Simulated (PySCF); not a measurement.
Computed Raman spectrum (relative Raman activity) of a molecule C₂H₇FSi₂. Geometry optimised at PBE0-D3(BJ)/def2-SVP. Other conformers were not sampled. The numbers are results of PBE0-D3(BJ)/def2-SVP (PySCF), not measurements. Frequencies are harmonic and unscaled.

Lines under 2 % of the strongest are left out, and lines within 2 cm⁻¹ are merged.

```tsv
ν (cm⁻¹)	relative intensity
271	2.2
499	3.8
607	2.0
707	2.0
903	6.1
942	5.8
957	7.4
969	6.0
1162	4.5
1656	7.6
2231	36
2244	38
2249	19
2254	100
3115	26
3138	43
```

Q: Which molecule gave these data?
(A) C=C[Si@H](F)[SiH3]
(B) F[SiH2]/C=C\[SiH3]
(C) F/C([SiH3])=C\[SiH3]
(D) C=C[SiH2][SiH2]F

A: B, F[SiH2]/C=C\[SiH3]
